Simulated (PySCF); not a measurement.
C2H5FO2Si, SMILES C=C[Si](O)(O)F.

The structure is a stationary point at B3LYP-D3(BJ)/def2-SVP. The values are those of a single conformer.

All values below come from PySCF with CAM-B3LYP/def2-TZVP.

Gas-phase values at a fixed geometry.

```
Quantity                                                                                                        Value
---------------------------------------------------------------------------------------------  ----------------------
total energy                                                                                       -619.21975 hartree
highest occupied level                                                                                       -9.66 eV
lowest empty level                                                                                            0.46 eV
orbital gap                                                                                                  10.12 eV
dipole moment                                                                                               0.269 e·Å
quadrupole, principal values (traceless, Buckingham form, about the centre of nuclear charge)  -10.18, 1.68, 8.50 D·Å
mean static polarisability                                                                       51.3 bohr³ (7.60 Å³)
polarisability, principal values                                                               40.8, 49.3, 63.8 bohr³
```
